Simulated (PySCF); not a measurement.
## Fractional electron number in Cl²⁺ (chlorine, charge +2)

The 3p alpha orbital of [Ne] 3s2 3p3 is emptied in steps (occupation f), with all orbitals relaxed, ending at [Ne] 3s2 3p2. All numbers are calculated (PySCF 2.14, no relativity, point nucleus, in def2-SVP (4s3p1d, 18 functions)). The exact energy is a straight line in f; departures are measured from the line between the end points of the same method.

Problem. Among UHF, LDA, PBE, PBE0, r2SCAN, LC-wPBE, BHandHLYP, wB97X, B3LYP, r2SCAN0, which shows the largest delocalisation error (convex curve), and which is closest to linear?

Solution. Most convex: LDA (-1.639 eV at f = 0.5); closest to linear: UHF (0.176 eV).

| f | UHF (eV) | LDA (eV) | PBE (eV) | PBE0 (eV) | r2SCAN (eV) | LC-wPBE (eV) | BHandHLYP (eV) | wB97X (eV) | B3LYP (eV) | r2SCAN0 (eV) |
| --- | --- | --- | --- | --- | --- | --- | --- | --- | --- | --- |
| 1 | 0.000 | 0.000 | 0.000 | 0.000 | 0.000 | 0.000 | 0.000 | 0.000 | 0.000 | 0.000 |
| 0.9 | 0.065 | -0.588 | -0.576 | -0.418 | -0.533 | -0.153 | -0.263 | -0.184 | -0.454 | -0.387 |
| 0.7 | 0.149 | -1.375 | -1.344 | -0.972 | -1.232 | -0.355 | -0.613 | -0.426 | -1.058 | -0.893 |
| 0.5 | 0.176 | -1.639 | -1.598 | -1.153 | -1.451 | -0.418 | -0.728 | -0.498 | -1.257 | -1.050 |
| 0.3 | 0.146 | -1.378 | -1.338 | -0.964 | -1.205 | -0.345 | -0.609 | -0.408 | -1.052 | -0.871 |
| 0.1 | 0.062 | -0.590 | -0.570 | -0.410 | -0.511 | -0.144 | -0.260 | -0.170 | -0.449 | -0.369 |
| 0 | 0.000 | 0.000 | 0.000 | 0.000 | 0.000 | 0.000 | 0.000 | 0.000 | 0.000 | 0.000 |

| method | E(f=0) − E(f=1) (eV) | −ε at f=1 (eV) | −ε at f=0.5 (eV) |
| --- | --- | --- | --- |
| UHF | 38.927 | 39.649 | 38.917 |
| LDA | 39.645 | 33.118 | 39.636 |
| PBE | 39.553 | 33.149 | 39.572 |
| PBE0 | 39.621 | 34.978 | 39.645 |
| r2SCAN | 39.795 | 33.854 | 39.877 |
| LC-wPBE | 39.715 | 38.005 | 39.745 |
| BHandHLYP | 39.423 | 36.495 | 39.436 |
| wB97X | 39.453 | 37.399 | 39.505 |
| B3LYP | 39.531 | 34.488 | 39.546 |
| r2SCAN0 | 39.779 | 35.464 | 39.844 |

Reference removal energy between the ground levels: 39.8 ± 0.11 eV (semi-empirical (NIST evaluation); NIST Atomic Spectra Database, ionization energies). The calculation has no spin-orbit coupling. UHF lacks correlation.
